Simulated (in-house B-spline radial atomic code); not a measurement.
Gd is squeezed into an impenetrable sphere of radius R (the orbitals vanish at R). Computed with a radial B-spline atomic code at the basis-set limit: Dirac-Kohn-Sham LDA VWN5, spherical fractional occupations, Fermi nucleus of rms radius 5.1569 fm.

Energies in eV above the free atom in [Xe] 4f7 5d1 6s2:

```
R (bohr)  highest level (eV)  [Xe] 4f7 5d1 6s2  [Kr] 4d9 4f7 5s2 5p6 5d1 5f1 6s2  [Kr] 4d10 4f8 5s2 5p5 5d1 6s2
    7.06                -1.5             1.051                             161.2                          20.96
    6.33               -0.79             2.165                             163.6                          22.11
    4.68                 3.6             11.83                             178.6                           32.1
    4.28                7.13             18.56                             187.7                          39.07
    3.63                17.9             41.41                             216.4                          62.65
    3.14                34.9             82.59                             264.7                          104.8
    2.54                82.6             221.2                             419.3                          244.2
    2.05                 181             573.1                               801                          591.6
    1.99                 200             651.3                             885.1                          668.2
    1.49                 518              2165                              2493                           2134
```

Question: Does [Kr] 4d9 4f7 5s2 5p6 5d1 5f1 6s2 fall below [Xe] 4f7 5d1 6s2 under compression?

Answer: No, it stays above over the whole range.

Question: Does [Kr] 4d10 4f8 5s2 5p5 5d1 6s2 fall below [Xe] 4f7 5d1 6s2 under compression?

Answer: Yes, between R = 1.99 and 1.49 bohr the order changes (near 1.82 bohr by linear interpolation).

The highest level is first positive in the row R = 4.68 bohr, pushed up by confinement above the zero of the free ion's potential. Each configuration is held fixed and needn't be the lowest in the sphere.
